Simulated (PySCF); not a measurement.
Vibration and rotation of HgF⁺

RHF-CCSD(T) constants of HgF⁺, ¹Σ⁺ (singlet), closed shell (PySCF, scalar-relativistic core potentials, basis sets Hg cc-pVDZ-PP with ECP60, F cc-pVDZ; masses 201.9706 and 18.9984 u):

```
ωe              : 529.1 cm⁻¹
ωexe            : 5.29 cm⁻¹
Be              : 0.25424 cm⁻¹
αe              : 0.00240 cm⁻¹
D (centrifugal) : 2.35e-07 cm⁻¹
De to Hg⁺ + F   : 1.33 eV
```

Problem. Estimate the standard entropy (1 bar) and heat capacity of the ideal gas at 298.15 K, rigid rotor with B0 and harmonic oscillator at the fundamental.

Solution. Translation (Sackur–Tetrode, M = 220.97 u): 176.2 J/(mol K). Rotation: q = kT/(σB0) = 819 with σ = 1, 64.1. Vibration: x = hcν0/kT = 2.50, 2.57. S° = 242.8 J/(mol K); Cp = 7R/2 + 5.06 = 34.2 J/(mol K).

Correlated steps freeze 1 core orbital. Correlated levels converge slowly with the basis: in double zeta they bind strong bonds too weakly, by up to about 1 eV, and carry superposition errors of some tenths. These are scalar-relativistic numbers at best; spin–orbit coupling would shift them, the dissociation energy most. For an ion De counts to the pair picked by the measured ionisation energies or electron affinities, which need not be the lowest pair at this level. Where the molecule has an RHF reference, its open-shell atoms are computed with UHF. The CCSD T1 diagnostic is raised, a sign that a single reference may not be enough here.
